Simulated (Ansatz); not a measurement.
Harmonic frequencies (cm⁻¹) at PBE0-D4/def2-TZVP from Ansatz: 68, 162, 198, 236, 313, 560, 670, 742, 766, 827, 898, 969, 984, 1046, 1244, 1254, 1407, 1440, 1493, 1498, 2112, 3036, 3045, 3088, 3116, 3118, 3922.

Each molecule was computed in one conformer, which needn't be the lowest.

Q: Which molecule is it?
A. `CC[SiH]O`•
B. `[CH2][Si](F)(Cl)Cl`•
C. `O[Si](O)Cl`•
D. `O[Si](O)O`•

A: A.
